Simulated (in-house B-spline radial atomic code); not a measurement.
P III (P2+) is squeezed into an impenetrable sphere of radius R (the orbitals vanish at R). Method: Dirac-Kohn-Sham LDA VWN5, spherical fractional occupations, Fermi nucleus of rms radius 3.1889 fm. Calculated with a radial B-spline atomic code at the basis-set limit.

Energies in eV above the free ion in [Ne] 3s2 3p1:

| R (bohr) | highest level (eV) | [Ne] 3s2 3p1 | [Ne] 3s2 3d1 | [He] 2s2 2p5 3s2 3p1 3d1 |
| --- | --- | --- | --- | --- |
| 8.08 | -24.4 | 0.0001542 | 12.42 | 147.3 |
| 6.11 | -24.3 | 0.01439 | 12.59 | 147.4 |
| 5.48 | -24.3 | 0.05895 | 12.82 | 147.5 |
| 3.96 | -22.7 | 1.572 | 15.71 | 149.9 |
| 3.63 | -21.5 | 3.128 | 17.84 | 152 |
| 2.86 | -14.3 | 15.21 | 31.49 | 166.8 |
| 2.8 | -13.3 | 17.2 | 33.57 | 169.2 |
| 2.01 | 19.2 | 90.86 | 104.7 | 256.1 |
| 1.81 | 39.4 | 142.9 | 152.6 | 316.5 |
| 1.51 | 93.7 | 296.8 | 291.6 | 492.2 |

(1) Does [Ne] 3s2 3d1 fall below [Ne] 3s2 3p1 under compression?

(2) Does [He] 2s2 2p5 3s2 3p1 3d1 fall below [Ne] 3s2 3p1 under compression?

The highest level is first positive in the row R = 2.01 bohr, pushed up by confinement above the zero of the free ion's potential. Each configuration is held fixed and needn't be the lowest in the sphere.

## Answers

(1) Yes, between R = 1.81 and 1.51 bohr the order changes (near 1.61 bohr by linear interpolation).

(2) No, it stays above over the whole range.
